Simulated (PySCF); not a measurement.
Ni(OH2)6, SMILES [OH2]->[Ni+2](<-[OH2])(<-[OH2])(<-[OH2])(<-[OH2])<-[OH2] (H12NiO6 (cation, charge +2)), triplet (GFN2-xTB optimised geometry):

```
19

Ni     0.000     0.000     0.000
O      0.065     2.128    -0.049
H      0.148     2.606     0.787
H     -0.532     2.649    -0.602
O     -0.065    -0.111    -2.126
H      0.480     0.456    -2.688
H     -0.927    -0.173    -2.557
O     -2.130    -0.001     0.000
H     -2.589    -0.850    -0.023
H     -2.645     0.572     0.583
O      2.130     0.000     0.000
H      2.590     0.849     0.021
H      2.645    -0.574    -0.582
O      0.065     0.111     2.126
H     -0.480    -0.455     2.688
H      0.927     0.174     2.557
O     -0.065    -2.129     0.049
H      0.531    -2.649     0.604
H     -0.144    -2.606    -0.787
```

Level of theory: PySCF with unrestricted PBE0/def2-SVP.

What are the frontier orbital energies (α orbitals alone; a β orbital can be the lowest empty one)?

HOMO-2 -18.08 eV, HOMO-1 -17.60 eV, HOMO -17.60 eV, LUMO -7.99 eV, LUMO+1 -6.37 eV.

On the same geometry unrestricted PBE/def2-SVP (PySCF 2.14.0) gives HOMO-2 -15.29 eV, HOMO-1 -14.94 eV, HOMO -14.94 eV, LUMO -8.90 eV, LUMO+1 -7.38 eV.

Meta-Löwdin charges at PBE0/def2-SVP: Ni1 1.32, O2 -0.62, H3 0.37, H4 0.37, O5 -0.62, H6 0.37, H7 0.37, O8 -0.62, H9 0.37, H10 0.37, O11 -0.62, H12 0.37, H13 0.37, O14 -0.62, H15 0.37, H16 0.37, O17 -0.62, H18 0.37, H19 0.37.
